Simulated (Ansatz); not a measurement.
Basis-set extrapolation for CH6Cl2O2Si2, SMILES `O[SiH2]C[Si](O)(Cl)Cl` (PBE0-D4/def2-TZVP geometry, frozen core, the Gaussian-basis code of Ansatz). Multiplicity 1, RHF reference.

```csv
,def2-TZVPP,def2-QZVPP
HF,-1688.332008,-1688.384880
MP2 correlation,-1.271449,-1.381275
CCSD(T) correlation,-1.385796,not run
```

Energies in hartree. Use E(X) = E(∞) + A·exp(−7.88·√X) for Hartree–Fock and E(X) = E(∞) + B·X^(−2.97) for correlation, with X = 3 and 4, and add CCSD(T) minus MP2 of the smaller set to the MP2 limit.

Problem. What is the CCSD(T) energy at the basis-set limit?

Solution. HF limit: -1688.384880 + (-0.052872) × 0.13774 = -1688.39216. MP2 limit: -1.381275 + (-0.109826) × 0.74074 = -1.46263. Higher-order term: -1.385796 − (-1.271449) = -0.11435. Total: -1689.96914 hartree, 659.9 kJ/mol below CCSD(T)/def2-TZVPP.
